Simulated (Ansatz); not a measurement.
The cluster AlGaAs2 (the lowest singlet isomer of a short search), 4 atoms. Hardware: 4 threads of Arm Neoverse V2 on a shared host.

The 6-31G sets use Cartesian d functions. Correlated methods freeze 32 core orbitals; core or outer-core shells of Ga, As are correlated, in sets that lack core-valence functions.

(1) How many basis functions does each of these Ansatz runs have, and roughly what does it cost? MP2/def2-TZVP, charge 0 quintet, energy, from earlier orbitals; PBE0-D4/def2-TZVPD, charge -1 doublet at the geometry of the charge 0 singlet, energy; PBE-D4/def2-TZVP, charge 0 triplet, energy, from earlier orbitals; B3LYP-D4/def2-TZVP, charge 0 quintet, energy, from earlier orbitals; PBE0-D4/def2-SVP, charge 0 singlet, energy, from earlier orbitals; MP2/def2-TZVP, charge 0 triplet, energy, from earlier orbitals; r2SCAN-D4/def2-TZVP, charge 1 doublet at the geometry of the charge 0 singlet, energy, from earlier orbitals; HF/6-31G, charge 0 quintet, energy; HF/6-31G, charge 0 triplet, energy; PBE0-D4/def2-TZVP, charge 0 singlet, energy, from earlier orbitals; HF/6-31G, charge 0 singlet, energy; PBE0-D4/def2-TZVPD, charge 0 singlet, energy, from earlier orbitals.

Answers

(1) Other jobs shared the machine, so times can vary by a factor of up to 3. A dash marks memory too small to be measured apart from the calling script's.

| run | functions | fitting or Cholesky vectors | wall time | peak host memory (GiB) |
| --- | --- | --- | --- | --- |
| HF/6-31G, charge 0 singlet, energy | 100 | 897 | 0.9 s | – |
| PBE0-D4/def2-SVP, charge 0 singlet, energy, from earlier orbitals | 114 | 1106 | 2 s | – |
| HF/6-31G, charge 0 triplet, energy | 100 | 896 | 2.5 s | – |
| HF/6-31G, charge 0 quintet, energy | 100 | 897 | 2.5 s | – |
| PBE-D4/def2-TZVP, charge 0 triplet, energy, from earlier orbitals | 181 | 1373 | 4.1 s | – |
| PBE0-D4/def2-TZVPD, charge 0 singlet, energy, from earlier orbitals | 205 | 1592 | 5.5 s | 0.85 |
| PBE0-D4/def2-TZVP, charge 0 singlet, energy, from earlier orbitals | 181 | 1538 | 6 s | 0.72 |
| B3LYP-D4/def2-TZVP, charge 0 quintet, energy, from earlier orbitals | 181 | 1206 | 8.5 s | 0.7 |
| MP2/def2-TZVP, charge 0 quintet, energy, from earlier orbitals | 181 | 1206 | 8.5 s | 0.76 |
| MP2/def2-TZVP, charge 0 triplet, energy, from earlier orbitals | 181 | 1211 | 9 s | 0.76 |
| PBE0-D4/def2-TZVPD, charge -1 doublet at the geometry of the charge 0 singlet, energy | 205 | 1306 | 11 s | 0.88 |
| r2SCAN-D4/def2-TZVP, charge 1 doublet at the geometry of the charge 0 singlet, energy, from earlier orbitals | 181 | 1373 | 12 s | – |
